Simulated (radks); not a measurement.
The numbers below are computed, except where a source is named.
Question: Neutral caesium, [Xe] 6s1. Code: a radial shooting solver on a logarithmic mesh with Libxc functionals. Model: non-relativistic Kohn-Sham, r2SCAN, spin-polarised, spherical densities, point nucleus; meta-GGA in the generalised Kohn-Sham scheme. Every spin shell is full or empty, so the densities are truly spherical. Functionals are evaluated on that one density, not self-consistently. Rank these orbital-free kinetic functionals by their error against the exact value of the orbitals, and give that value: Thomas-Fermi, von Weizsacker, TF + vW, TF + vW/9, LC94, Perdew 92, Pearson, LKT, PG1, DePristo-Kress.

Answer: Exact: 7554.02 hartree. From best to worst, with 100 (|E| - |E exact|)/|E exact| (equal figures are ties): LC94 +0.06, DePristo-Kress -0.12, Perdew 92 -0.67, TF + vW/9 -0.68, Pearson -0.90, Thomas-Fermi -5.16, PG1 +14.51, LKT +18.50, TF + vW +35.14, von Weizsacker -59.70.
